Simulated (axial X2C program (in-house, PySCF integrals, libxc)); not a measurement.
## Outer orbitals of SrP at 2.648 Å, HF

Computed with an axial X2C code built on PySCF integrals. Spin-free means the one-electron spin-free X2C Hamiltonian; two-component (2c) means X2C with spin–orbit coupling and atomic mean-field two-electron Coulomb and Gaunt terms, so the difference of the two also holds small scalar two-electron terms. Basis: Sr dyall-cv3z [13s12p8d5f1g], P dyall-v3z [8s7p2d1f] (cores contracted in-house); Gaussian nuclei, density fitting, unrestricted open shells. Masses: Sr 87.906 u, P 30.974 u.

The distance is close to the 2c PBE0 minimum; the highest filled and lowest empty levels are listed.

Spin-free orbitals, state M_S = 1/2, Λ = 1 (beyond evenly filled blocks: π+α, π+β, π-α) (Löwdin shares):

```csv
symmetry,occupied,ε (eV),atomic character
σα,yes,-30.26,96% Sr p
π+β,yes,-30.02,100% Sr p
π+α,yes,-29.99,100% Sr p
π-α,yes,-29.99,100% Sr p
σβ,yes,-29.96,97% Sr p
π-β,yes,-29.95,100% Sr p
σα,yes,-20.55,"75% P s, 10% Sr p, 7% Sr d"
σβ,yes,-15.75,"75% P s, 9% Sr p, 7% Sr d"
σα,yes,-9.82,"83% P p, 7% Sr d, 4% Sr s"
π+α,yes,-8.60,"84% P p, 8% Sr d, 4% Sr f"
π-α,yes,-8.60,"84% P p, 8% Sr d, 4% Sr f"
π+β,yes,-6.64,"78% P p, 11% Sr d, 7% Sr p"
σβ,yes,-5.52,"73% Sr s, 21% Sr p, 5% P p"
σα,no,-0.05,"85% Sr s, 10% Sr p, 3% Sr d"
π-β,no,0.08,"91% Sr p, 9% P p"
π+β,no,0.30,"91% Sr p, 7% Sr d"
π-α,no,0.73,98% Sr p
π+α,no,0.73,98% Sr p
```

Spinors with spin–orbit coupling (state Ω = 3/2):

```csv
ω,occupied,ε (eV),atomic character,λ mixture
1/2,yes,-30.90,98% Sr p,"57% π, 43% σ"
-1/2,yes,-30.79,99% Sr p,"68% π, 32% σ"
1/2,yes,-29.75,97% Sr p,"57% σ, 43% π"
3/2,yes,-29.56,100% Sr p,100% π
-1/2,yes,-29.55,98% Sr p,"68% σ, 32% π"
-3/2,yes,-29.52,100% Sr p,100% π
1/2,yes,-20.54,"75% P s, 10% Sr p, 7% Sr d",100% σ
-1/2,yes,-15.75,"75% P s, 9% Sr p, 7% Sr d",100% σ
1/2,yes,-9.81,"83% P p, 7% Sr d, 4% Sr s",100% σ
-1/2,yes,-8.61,"84% P p, 8% Sr d, 4% Sr f",100% π
3/2,yes,-8.57,"84% P p, 8% Sr d, 4% Sr f",100% π
1/2,yes,-6.66,"78% P p, 11% Sr d, 7% Sr p",100% π
-1/2,yes,-5.52,"73% Sr s, 21% Sr p, 5% P p",100% σ
1/2,no,-0.05,"85% Sr s, 10% Sr p, 3% Sr d",100% σ
-3/2,no,0.09,"91% Sr p, 9% P p",100% π
1/2,no,0.29,"91% Sr p, 7% Sr d",100% π
-1/2,no,0.72,98% Sr p,100% π
3/2,no,0.73,98% Sr p,100% π
```

Mulliken charges and populations of the two-component result (they depend on the basis, above all on diffuse functions):

Sr 0.63 e (s 8.83 p 18.26 d 10.25 f 0.04), P -0.63 e (s 5.96 p 9.64 d 0.02). ⟨Lz⟩ = 1.00 ħ and ⟨Sz⟩ = 0.50 ħ (-0.45 and 0.95 on the two atoms), which add up to Ω.

The state is one determinant with fixed occupations, lowest in a PBE0 search at one distance only: followed along the bond, the spin-free determinant M_S = 3/2, Λ = 0 reaches 0.04 eV lower at PBE0, at Re = 2.910 Å, so the state shown is not the lowest. The determinant is spin-polarised beyond a pure state at some levels (its spin-free form has ⟨S²⟩ too high), which makes Re and μ there less reliable.
